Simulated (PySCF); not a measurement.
Molecule: C5H9, charge 0, multiplicity 2. It need not be the lowest isomer of its formula. SMILES: C(=C/CC)/[CH2]
Coordinates optimised at B3LYP-D3(BJ)/def2-TZVP (Ansatz):
```
C
H 1 1.0849
C 1 1.3860 2 117.65
C 3 1.3788 1 126.97 2 -178.29
H 4 1.0806 3 120.78 1 179.98
H 4 1.0813 5 116.99 3 179.93
H 3 1.0863 4 116.80 5 0.20
C 1 1.4922 2 116.37 3 -177.47
H 8 1.0911 1 110.72 2 -165.47
H 8 1.0953 9 106.44 1 -118.47
C 8 1.5371 9 109.38 10 -117.22
H 11 1.0910 8 110.65 9 -61.72
H 11 1.0918 12 107.79 8 121.55
H 11 1.0919 12 108.36 13 116.66
```
Charge 0, spin multiplicity 2.

Dispersion corrections to the total energy (kcal/mol) from the dftd3 and dftd4 libraries through PySCF: D3(BJ) without and D4 with the three-body term, each with the damping fitted for the functional named.

```csv
functional,D3(BJ),D4
LC-wPBE,-5.74,-6.41
BHLYP,-8.04,-6.36
B3LYP,(withheld),-9.25
CAM-B3LYP,-4.71,-4.89
TPSS,-7.91,-7.89
revPBE,-16.44,(withheld)
BLYP,-13.09,(withheld)
```

Task: Some entries are withheld; supply them.

Result: 
- B3LYP, D3(BJ): -10.64
- revPBE, D4: -20.14
- BLYP, D4: -13.01
